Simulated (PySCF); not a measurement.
Species: C6H13NSSi.
Atom-mapped SMILES: `[CH3:1][CH2:2][NH:3][C:4](=[S:5])[C@@H:6]1[CH2:7][CH2:8][SiH2:9]1`

Geometry (GFN2-xTB, Å), atoms numbered from 1 in this order:
```
atom  x, y, z in Å
C1    -3.6028    0.2197    0.3588
C2    -2.5908   -0.6873   -0.3267
N3    -1.3297   -0.0102   -0.5075
C4    -0.1223   -0.5330   -0.2395
S5     0.0478   -2.0786    0.3159
C6     1.0414    0.3571   -0.4039
C7     2.3194   -0.2868   -0.9801
C8     3.3732    0.1934    0.0374
Si9    2.0061    0.7753    1.2298
H10   -4.5362   -0.3158    0.5063
H11   -3.8033    1.1014   -0.2478
H12   -3.2289    0.5406    1.3282
H13   -2.9770   -1.0123   -1.3010
H14   -2.3938   -1.5766    0.2770
H15   -1.3759    0.9312   -0.8718
H16    0.7566    1.2513   -0.9649
H17    2.2237   -1.3713   -0.9582
H18    2.5236    0.0230   -2.0048
H19    4.0404   -0.5945    0.3769
H20    3.9922    0.9949   -0.3626
H21    1.6779   -0.0959    2.3477
H22    1.9479    2.1937    1.5884
```

Definitions: NICS(0) = −σiso at the ring centroid; NICS(1) = −σiso and NICS(1)zz = −σzz at ±1 Å along the ring normal z. Level: GIAO PBE0/pcSseg-1 (PySCF, non-relativistic, gas phase) on the GFN2-xTB geometry, one conformer.

Ring bond lengths (Å), with Mayer bond orders in brackets: C6–C7 1.543 (0.98), C7–C8 1.541 (1.00), C8–Si9 1.905 (0.95), Si9–C6 1.943 (0.81).

**Question.** What do the NICS probes read (ppm)?

**Answer.** 
| ring | type | NICS(0) | NICS(1), two faces | NICS(1)zz, two faces | rms pucker (Å) | centre to ring atoms, mean (Å) |
| --- | --- | --- | --- | --- | --- | --- |
| C6–C7–C8–Si9 | 4-membered ring with Si; formal bonds all single | 0.9 | -0.8 / -0.2 | 4.3 / 4.8 | 0.08 | 1.22 |

**Question.** What can be read from them?

**Answer.** 
- C6–C7–C8–Si9: mean NICS(1)zz 4.5 ppm, deshielded. C6, C7, C8, Si9 have four or more neighbours, so the value isn't read as a sign of a π ring current.

**Question.** What field does 11.7 T along the ring normal induce along that normal at the second NICS(1) probe listed for ring C6–C7–C8–Si9, 1 Å off the ring?

**Answer.** NICSzz × B0 = 4.8 ppm × 11.7 T = 56 μT, along the applied field.

Hardware: one thread of an Arm Neoverse V2, no GPU, shared host with 32 logical CPUs at a one-minute load of 13. Cost: 44 s, 0.97 GiB resident at most. This is the whole shielding run at PBE0/pcSseg-1, SCF included.
